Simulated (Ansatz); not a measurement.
Basis sets compared for Ge(eta1-allyl)4 (C₁₂H₂₀Ge). Total charge 0; singlet. Geometry r2SCAN-D4/def2-SVP. Ansatz on 4 threads of Arm Neoverse V2 on a shared host; times are rough, and most runs start from earlier orbitals.

Cartesian coordinates in Å:
```
Ge -0.026 -0.284 0.085
C -0.966 0.507 -1.468
C -0.945 1.996 -1.474
C -0.261 2.768 -2.331
H -2.002 0.126 -1.414
H -0.504 0.097 -2.383
H -1.531 2.490 -0.685
H 0.336 2.332 -3.141
H -0.275 3.859 -2.252
C 1.917 0.087 0.019
C 2.236 1.515 0.299
C 2.699 1.996 1.463
H 2.261 -0.223 -0.982
H 2.389 -0.584 0.758
H 2.028 2.221 -0.516
H 2.913 1.336 2.312
H 2.884 3.065 1.603
C -0.290 -2.246 0.051
C 0.116 -2.823 -1.261
C 1.269 -3.458 -1.516
H -1.356 -2.428 0.270
H 0.305 -2.668 0.880
H -0.591 -2.673 -2.090
H 2.009 -3.637 -0.727
H 1.509 -3.824 -2.518
C -0.781 0.434 1.767
C -2.264 0.311 1.787
C -2.968 -0.634 2.430
H -0.451 1.484 1.842
H -0.313 -0.125 2.596
H -2.815 1.048 1.184
H -2.474 -1.395 3.045
H -4.059 -0.673 2.368
```

Binding counts from free atoms (Ge triplet, C triplet, H doublet) in the same basis, without a counterpoise term.

| level | functions | energy (Eh) | HOMO (eV) | LUMO (eV) | binding per atom (eV) | wall time |
| --- | --- | --- | --- | --- | --- | --- |
| PBE-D4/def2-SVP | 300 | -2544.7079 | -5.52 | -0.94 | 4.44 | 6.5 s |
| PBE0-D4/def2-SVP | 300 | -2544.8384 | -6.59 | 0.05 | 4.38 | 14 s |

Q: Estimate the rows for PBE-D4/def2-TZVP, PBE0-D4/def2-TZVP (with forces).

A: 
```json
{"level": "PBE-D4/def2-TZVP", "functions": "540", "energy (Eh)": "-2545.4788", "HOMO (eV)": "-5.61", "LUMO (eV)": "-1.12", "binding per atom (eV)": "4.40", "wall time": "14 s"}
{"level": "PBE0-D4/def2-TZVP (with forces)", "functions": "540", "energy (Eh)": "-2545.5972", "HOMO (eV)": "-6.63", "LUMO (eV)": "-0.14", "binding per atom (eV)": "4.33", "wall time": "43 s"}
```
